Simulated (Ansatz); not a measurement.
Input for Ansatz (a first-principles code): R-BLYP/def2-TZVPP on BH3Se2 (SMILES [SeH]B[SeH]), a point of a torsion scan.

Ansatz 0.2 input:
```yaml
crystal:
  periodic: [false, false, false]
  atoms:
    - {symbol: Se, position_ang: [-1.98057155, -0.12960933, -0.56860679]}
    - {symbol: B, position_ang: [-0.29558243, 0.81653353, -0.81204130]}
    - {symbol: Se, position_ang: [-0.26287805, 2.69930590, -0.87960327]}
    - {symbol: H, position_ang: [-1.58932408, -0.79744230, 0.64505355]}
    - {symbol: H, position_ang: [0.70142031, 0.21075533, -0.72759860]}
    - {symbol: H, position_ang: [1.16423303, 2.88058853, -1.02501396]}
basis:
  gaussian:
    orbitals: def2-TZVPP
hamiltonian:
  xc: {name: BLYP}
scf: {lower_state_search: off}
```

Output:

```
WARN ansatz: RAYON_NUM_THREADS=1 ignored (pool sized by the plan → 1); use --threads N
Functional definition: BLYP
these checks for a lower state are left out or cut short: stability, starts, cluster_reference, orbital_swaps, neighbouring_geometries, increment
integrals: 0.09 GiB planned
1120 factors; their error is unknown
mean field: 0.61 GiB planned
mean field evaluation 1: about -131422.2401 eV, gradient 4.2e1 eV
mean field evaluation 2: about -131412.8353 eV, gradient 6.4e1 eV
mean field evaluation 4: about -131426.8851 eV, gradient 3.2e0 eV
mean field evaluation 8: about -131426.8535 eV, gradient 2.7e-1 eV
mean field evaluation 16: about -131426.8536 eV, gradient 1.6e-5 eV
mean field -131426.85363432 eV, -4829.8477867405 hartree, gradient 8.9e-7 eV, S^2 0.000000; 0 other end points of the search recorded, 0 dependent functions left out
reference -131426.85395241 eV, -4829.8477984298 hartree; 38, 38 occupied and 131, 131 virtual orbitals, 1120 factors
Total energy: -131426.85395241 eV, -4829.8477984298 hartree
Checks for a lower state left out: stability, starts, cluster_reference, orbital_swaps, neighbouring_geometries, increment
```

The run converged.

Cost: very roughly 2.9 core-seconds.
